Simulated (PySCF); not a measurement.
Predicted microwave data (PySCF 2.14.0, PBE0-D3(BJ)/def2-SVP geometry optimisation, gas phase) for one isomer of C4H5BCl2:

* Rotational constants: A = 3248, B = 905.2, C = 732.2 MHz
* Dipole components: |μa| = 0.75 D, |μb| = 0.70 D, |μc| = 0.38 D
* Inertial defect: -23.66 u·Å²
* κ: -0.86

Question: Which candidate fits, each taken in the one conformer that was computed?
A. `[CH2:1]=[CH:2]/[CH:3]=[CH:4]/[B:5]([Cl:6])[Cl:7]` with C1–C2–C3–C4 180°
B. `[CH2:1]=[C:2]=[CH:3][CH2:4][B:5]([Cl:6])[Cl:7]` with C2–C3–C4–B5 -103°, C3–C4–B5–Cl6 -124°
C. `[CH3:1][C:2]1=[CH:3][C@H:4]1[B:5]([Cl:6])[Cl:7]` with C3–C4–B5–Cl6 -153°
D. `CC=C=CB(Cl)Cl`

Answer: B. It is C=C=CCB(Cl)Cl, an asymmetric top, point group C1. The candidates at the same level (rigid rotor, commonest isotopes):

```
            SMILES  A (MHz)  B (MHz)  C (MHz)  μa (D)  μb (D)  μc (D)  Δ (u·Å²)  point group           rotor
     C=C=CCB(Cl)Cl     3248    905.2    732.2    0.75    0.70    0.38    -23.66           C1  asymmetric top
     CC=C=CB(Cl)Cl     3276    840.5    700.1    2.53    0.59    0.06    -33.70           C1  asymmetric top
   C=C/C=C/B(Cl)Cl     3191    788.2    632.1    2.81    0.38    0.00     -0.01           Cs  asymmetric top
CC1=C[C@H]1B(Cl)Cl     2577     1120    934.6    2.52    0.43    0.12   -106.70           C1  asymmetric top
```

`C=C/C=C/B(Cl)Cl` has C 14 % too low; `CC=C=CB(Cl)Cl` has B 7 % too low; `CC1=C[C@H]1B(Cl)Cl` has C 28 % too high. No structure here is proved a minimum.
